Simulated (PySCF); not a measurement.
Start geometry of `C/C([SiH3])=C\[SiH3]` from GFN2-xTB (Å):
```
atom  x, y, z in Å
C1    -0.492    1.348    0.343
C2    -0.468   -0.076   -0.052
Si3   -2.160   -0.888   -0.380
C4     0.722   -0.737   -0.164
Si5    2.429   -0.091    0.114
H6    -1.100    1.500    1.249
H7    -0.995    1.951   -0.442
H8     0.498    1.788    0.499
H9    -2.830   -0.157   -1.427
H10   -2.956   -0.812    0.856
H11   -1.955   -2.287   -0.747
H12    0.633   -1.782   -0.441
H13    2.709    1.023   -0.810
H14    3.356   -1.179   -0.105
H15    2.592    0.384    1.502
```

Q: What comes out of this run: PBE0-D3(BJ)/def2-SVP geometry optimisation, gas phase (PySCF)?

A: 
```
atom  x, y, z in Å
C1    -0.477    1.422    0.252
C2    -0.459   -0.033   -0.116
Si3   -2.083   -0.792   -0.700
C4     0.649   -0.802   -0.049
Si5    2.354   -0.233    0.503
H6    -1.184    1.610    1.077
H7    -0.818    2.040   -0.596
H8     0.511    1.798    0.564
H9    -2.575   -0.088   -1.926
H10   -3.137   -0.637    0.353
H11   -1.886   -2.241   -1.000
H12    0.558   -1.858   -0.336
H13    2.858    0.902   -0.332
H14    3.307   -1.375    0.372
H15    2.349    0.222    1.929
```

The energy falls by 15.0 kJ/mol over 10 energy and gradient evaluations, the largest force component goes from 0.0336 to 2.1e-04 Eh/bohr, and the atoms move by 0.056 Å rms after alignment. The bond that changes most is Si3–H9 (SiH3 silicon to Si–H hydrogen), which lengthens by 0.056 Å. Bonds longer at the end by more than 0.005 Å: 10 of 14; shorter: 3. Among the angles that change most is Si3–C2–C4, from 123.6° to 119.5°. Rotational constants go from 6835, 1360, 1173 to 6504, 1386, 1182 MHz. The orientation of the end geometry is arbitrary; only internal coordinates are fixed.

The run used 128 basis functions and 64 SCF cycles in all.

Whether it is a minimum is left open (no frequencies).
